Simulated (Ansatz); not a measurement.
Geometry optimisation, RKS PBE-D4/def2-TZVP (Ansatz 0.2.0).

input.yaml

```yaml
crystal:
  periodic: [false, false, false]
  atoms:
    - { symbol: Sn, position_ang: [-0.455985, 5.5e-05, -0.450218] }
    - { symbol: Cl, position_ang: [0.016795, 0.000339, 3.139203] }
    - { symbol: H, position_ang: [1.11541, -0.000161, 0.225706] }
    - { symbol: H, position_ang: [-0.672992, 1.412438, -1.407978] }
    - { symbol: H, position_ang: [-0.673201, -1.412196, -1.408183] }
    - { symbol: H, position_ang: [-1.732986, -0.000301, 0.725886] }
    - { symbol: H, position_ang: [-1.152841, -0.000174, 2.493384] }
basis:
  gaussian: { orbitals: def2-TZVP }
hamiltonian:
  xc: pbe
  dispersion: d4
relax:
  f_tol: 0.03
  max_steps: 50
```

Command:

```bash
$ ansatz run input.yaml --threads 4 --pin off --max-ram 5120MiB --backend cpu --events-out ev --progress --plain --runs-dir out
```

Question: Where does it end, and by what steps?

Answer: The forces met the threshold. The force dipped under the threshold on the way, but the program's further checks kept it going. After 12 steps the energy has fallen by 0.126 eV; Cl2 moved furthest, 0.81 Å.

```
step  energy less start (eV)  largest force component (eV/Å)  accepted
   0                  0.0000                           0.939       yes
   1                 -0.0664                           0.794       yes
   2                 -0.1011                           0.258       yes
   3                 -0.1057                           0.220       yes
   4                 -0.1180                           0.413       yes
   5                 -0.1184                           0.401       yes
   6                 -0.1052                           0.159        no
   7                 -0.1243                           0.013       yes
   8                 -0.1251                           0.032       yes
   9                 -0.1244                           0.144        no
  10                 -0.1254                           0.043       yes
  11                 -0.1258                           0.048       yes
  12                 -0.1261                           0.023       yes
```

```xyz
7
Properties=species:S:1:pos:R:3
Sn -0.421 0.000 -0.613
Cl -0.500 0.000 3.765
H 1.237 0.000 -0.177
H -0.814 1.409 -1.505
H -0.814 -1.409 -1.505
H -1.369 0.000 0.834
H -0.875 0.000 2.518
```

Whether the end is a true minimum wasn't checked by a vibrational analysis.

The run took 10 s on 4 threads of Arm Neoverse V1, with other jobs on the host, peak memory 0.18 GiB.
